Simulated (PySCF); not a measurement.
Gas-phase reaction: 2 TiCl3NH2 + Cl2 + H2 ⇌ 2 TiCl4.NH3

Energies from PySCF, thermal terms from the rigid-rotor harmonic-oscillator model, ideal gas at 1 bar. † marks an energy on the PBE0/def2-TZVP geometry and frequencies; other levels use their own. MP2 and CCSD(T) freeze the core. All species are closed-shell singlets. Adducts (TiCl4.NH3) have no counterpoise correction, and HF, PBE, BLYP, B3LYP and PBE0 lack dispersion. TiCl3NH2, TiCl4.NH3: computed as isolated molecules; such fragments, hydroxides, amides, oligomers or adducts are transient or little studied in the gas. MP2 isn't extrapolated to the basis-set limit. CCSD(T) isn't extrapolated to the basis-set limit. Warning, large T1 diagnostic: TiCl3NH2, TiCl4.NH3 (CCSD(T)/def2-SVP†).

```csv
level,"ΔH°(298 K), kJ"
CCSD(T)/def2-SVP†,-480
M06-2X/def2-TZVP†,(withheld)
MP2/def2-SVP†,-501
PBE/def2-SVP,-448
PBE/def2-TZVP†,(withheld)
PBE0/def2-SVP†,-468
ωB97M-V/def2-TZVP†,(withheld)
```

What belongs in the gaps?


- M06-2X/def2-TZVP†, ΔH°(298 K), kJ: -431
- PBE/def2-TZVP†, ΔH°(298 K), kJ: -400
- ωB97M-V/def2-TZVP†, ΔH°(298 K), kJ: -427
